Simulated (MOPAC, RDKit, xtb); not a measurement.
Noncovalent pair: N2 (SMILES N#N) (first 2 atoms) with H4OSi (SMILES O[SiH3]); geometry from B3LYP-D3(BJ)/def2-TZVP, rigid monomers moved along the line of their centres of mass till N2···H5 is 2.03 Å.
(charge 0, multiplicity 1):
```xyz
8

N      0.506     0.476    -1.193
N      0.493     0.563    -0.107
O      0.431     0.779     2.863
Si    -0.332    -0.512     3.551
H      0.508     0.803     1.905
H     -1.739    -0.628     3.091
H     -0.303    -0.278     5.009
H      0.355    -1.790     3.235
```

Monomers are frozen at their geometry in the pair; levels with a basis set take the counterpoise correction.

The state reached by AM1, PM3 isn't checked.

Programs: MOPAC for AM1, PM3 (differences of heats of formation); RDKit for the force fields; xtb for the GFN methods. Each number belongs to the level named beside it.

Problem. One of these levels gives 6.8 kJ/mol for the interaction energy. Name it.
(A) GFN-FF
(B) AM1
(C) PM3
(D) MMFF94

Solution. C, PM3. The others give 2.0 (MMFF94), -7.3 (GFN-FF), 9.7 (AM1)
